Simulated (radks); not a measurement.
Pb II, configuration [Xe] 4f14 5d10 6s1 6p1 6d1 (not the ground configuration). Calculated with a radial shooting solver on a logarithmic mesh with Libxc functionals: Dirac Kohn-Sham, LDA (Slater exchange, Perdew-Wang correlation), spin-unpolarised, spherical densities, point nucleus; open shells fill j = l - 1/2 first. Some entries of the table are withheld. Estimate them.

orbital,occ.,eigenvalue (hartree),<1/r> (bohr^-1)
1s1/2,2,-3231.184,101.4
2s1/2,2,(1),25.06
2p1/2,2,-555.0482,25.00
2p3/2,4,-474.6535,19.96
3s1/2,2,-139.0259,9.185
3p1/2,2,(2),9.096
3p3/2,4,(3),7.776
3d3/2,4,-93.82114,7.679
3d5/2,6,-90.00260,7.385
4s1/2,2,(4),3.904
4p1/2,2,-27.34068,3.794
4p3/2,4,-22.94120,3.334
4d3/2,4,-15.67538,3.139
4d5/2,6,-14.85437,3.035
5s1/2,2,-5.74418,1.625
4f5/2,6,-5.43731,2.696
4f7/2,8,-5.25225,2.656
5p1/2,2,-4.21825,1.502
5p3/2,4,-3.38772,1.331
5d3/2,4,-1.28439,1.041
5d5/2,6,-1.18718,1.001
6s1/2,1,-0.84368,0.5896
6p1/2,1,-0.53062,0.4857
6p3/2,0,-0.44942,0.4306
6d3/2,1,-0.16699,0.2457
6d5/2,0,-0.16271,0.2395

Answer. 
(1) 2s1/2 eigenvalue (hartree): -577.8490
(2) 3p1/2 eigenvalue (hartree): -128.7250
(3) 3p3/2 eigenvalue (hartree): -110.7910
(4) 4s1/2 eigenvalue (hartree): -31.79577
